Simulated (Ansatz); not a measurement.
`O[SiH](O)[AlH2]` + `BS` → `B[S][AlH2]` + `O[SiH2]O`  (cleavage of the Al–Si bond)

Program: Ansatz. Geometries: PBE0-D4/def2-TZVP. ΔE: electronic, gas phase. CCSD(T)/CBS adds triple-zeta CCSD(T) − MP2 to the extrapolated MP2 energy (def2 sets, frozen cores). This one scheme is used for every species. Functionals use def2-TZVPP. B3LYP here is the variant with VWN-RPA as its local correlation; programs differ in this. One conformer a species, not always the lowest.

Task: Is it downhill or uphill in electronic energy at CCSD(T)/CBS, and by how much? (An estimate is asked.)

Result: Computed: Downhill: ΔE = -1.37 eV.

Task: What do these levels give: revPBE-D4, B3LYP-D4, BHLYP-D4, CAM-B3LYP-D4, PBE-QIDH, PBE0, B3LYP, r2SCAN0, MP2/def2-TZVPP, CCSD/def2-TZVPP, HF/def2-QZVPP, HF/CBS(def2)? (An estimate is asked.)

Result: Computed: revPBE-D4 -1.14, B3LYP-D4 -1.28, BHLYP-D4 -1.38, CAM-B3LYP-D4 -1.31, PBE-QIDH -1.37, PBE0 -1.23, B3LYP -1.28, r2SCAN0 -1.36, MP2/def2-TZVPP -1.48, CCSD/def2-TZVPP -1.36, HF/def2-QZVPP -1.48, HF/CBS(def2) -1.48 eV.

Largest T1 diagnostic among the species: 0.015.

From BLYP to BHLYP (50 % exact exchange), in def2-TZVPP and without D4, ΔE moves by −0.18 eV. Leaving LDA and LC-ωPBE aside and taking each functional with its dispersion term where it has one, the values, not all of them listed here, spread over 0.24 eV, from BHLYP-D4 to PBE-D4.
